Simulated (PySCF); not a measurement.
## Relaxation of singlet SbNCl₂

These are results of PBE0/[Sb def2-TZVP with ECP28, N def2-TZVP, Cl def2-TZVP], scalar-relativistic core potentials, density fitting, no spin–orbit coupling, PySCF, not measurements. A (50,194) grid was used.

A hand-made T-shaped (ligand arrangement 1) start, of Cs symmetry, held to at least that symmetry:

```xyz
4
charge 0 multiplicity 1, angstrom
Sb   -0.2759    0.0000   -0.4268
N    -2.2047    0.0000   -0.3594
Cl   -0.2759    0.0000    1.9632
Cl    2.1126    0.0000   -0.3434
```

Optimiser trace:
| step | E − E(last) (kJ/mol) | largest gradient (Eh/bohr) |
| --- | --- | --- |
| 0 | 103.75 | 0.03774 |
| 1 | 64.63 | 0.02725 |
| 2 | 18.13 | 0.01774 |
| 3 | 4.63 | 0.01121 |
| 4 | 0.62 | 0.00258 |
| 5 | 0.35 | 0.00795 |
| 6 | 0.04 | 0.00185 |
| 7 | 0.01 | 0.00056 |
| 8 | 0.00 | 0.00051 |
| 9 | 0.00 | 0.00007 |

It ends at C2v with Sb–Cl 2.323 Å (×2), Sb–N 1.813 Å; Cl–Sb–Cl 96.0°, Cl–Sb–N 132.0° (×2). The frequency run here used a shortcut that can spoil soft modes, so no verdict on minimum or saddle point is given. Other isomers or separated fragments may lie lower.

The relaxation took of the order of 5 core-minutes on a shared host.
